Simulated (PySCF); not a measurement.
Zn⁺: excitation energy

Zn⁺ [Ar] 3d10 4s1 (2S) → Zn⁺ [Ar] 3d9 4s2 (2D), as a difference of total energies. Calculation: PySCF 2.14, in aug-cc-pVDZ-DK; scalar relativity by spin-free X2C-1e. Correlated levels: valence: [Ar] frozen. The calculations carry no spin-orbit coupling.

```csv
method,excitation energy (eV),error (eV)
UHF,6.881,-1.029
LDA,8.193,+0.283
PBE,7.958,+0.048
PBE0,7.806,-0.104
r2SCAN,7.915,+0.005
BHandHLYP,7.348,-0.562
B2PLYP,7.803,-0.107
HSE06,7.749,-0.161
TPSSh,7.879,-0.031
MP2 (valence),8.477,+0.567
SCS-MP2 (valence),8.073,+0.163
```

Reference: 7.910 eV (measured; NIST levels, between the centres of gravity of the two terms).

Errors of the correlated levels include the incompleteness of this basis and the frozen core.
